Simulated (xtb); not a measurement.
xtb input:

```bash
xtb mol.xyz --gfn 1 --opt tight --chrg 0 --uhf 0
```
mol.xyz:
```
17

Zr     0.00000473    -0.00000536    -0.00000295
C      1.54820032     0.98894423    -1.26495466
H      1.51124036     0.62112257    -2.29693353
H      2.55622138     0.79776623    -0.87892751
H      1.40248975     2.07505852    -1.29284270
C      0.99395044    -1.10915910     1.66038364
H      0.67967868    -0.72466028     2.63764895
H      2.08470955    -1.01755741     1.60128301
H      0.74688403    -2.17664479     1.62714289
C     -1.17831071    -1.42613688    -1.24609899
H     -2.24354291    -1.16742831    -1.24415190
H     -1.08379086    -2.45190615    -0.87126223
H     -0.83553984    -1.41890138    -2.28731377
C     -1.36384755     1.54636025     0.85067469
H     -1.07578141     2.55210912     0.52333182
H     -1.34262520     1.53379873     1.94660264
H     -2.40008763     1.37740655     0.53551222
```

**Question.** Which total energy does the run end on?

**Answer.** -16.22690 Eh (GFN1-xTB).
